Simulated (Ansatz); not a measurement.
A made-up structure of Si2H3OF, closed shell:

```xyz
7
angstrom
O 0.5130 -1.8717 -0.8275
Si 0.0740 -0.6324 0.4239
F 0.0420 -1.5815 1.9199
Si -0.3180 1.7490 0.1852
H 0.5928 -1.5305 -1.8451
H -0.6791 2.0827 1.3278
H -0.2246 1.7845 -1.1842
```

It is relaxed with PBE-D4/def2-SVP and then PBE0-D4/def2-TZVP (Ansatz 0.2.0). Atoms count as bonded within 1.22 times the sum of their covalent radii (H–H: 0.88 Å). The end point is not checked to be a true minimum.

Does its bonding change? (Judge from chemistry; the calculation decides.)

By the calculation: No: no bond forms or breaks.

Where it ends: The first stage lowers the energy by 2.95 eV in 13 steps. It ends as Si₂H₃OF ([OH][Si]([F])[SiH2]):
```
7
angstrom
O 0.4005 -1.6840 -0.7459
Si 0.0918 -0.5600 0.3822
F -0.0023 -1.4177 1.7095
Si 0.3227 1.6737 0.2562
H 0.4695 -1.3813 -1.6553
H -0.8998 1.8068 1.1402
H -0.3824 1.5625 -1.0868
```

Labels in which every atom is bracketed show which atoms are joined, not bond orders.

For scale, one of the runs: PBE0-D4/def2-TZVP relaxation, 154 basis functions, launched by `ansatz run in.yaml --threads 2 --pin off --events-out ev --progress --plain --max-ram 4352MiB`. The run took about 32 s on 2 CPU threads of an Arm Neoverse V2 (shared host).
